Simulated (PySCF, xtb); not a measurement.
Al(H)(OH)(OSiH3) (AlH₅O₂Si), SMILES [SiH3][O][AlH][OH].

xtb with GFN2-xTB at its own geometry gives an orbital gap of 4.99 eV and a dipole moment of 1.29 D.

Coordinates come from a B3LYP-D3(BJ)/def2-SVP optimisation. The values are those of a single conformer.

Task: What does PBE0/def2-TZVP in PySCF give? (The exact figures need the calculation; the answer reports its results.)

Result: gap 8.32 eV (levels -8.63 and -0.32 eV), dipole 0.96 D.
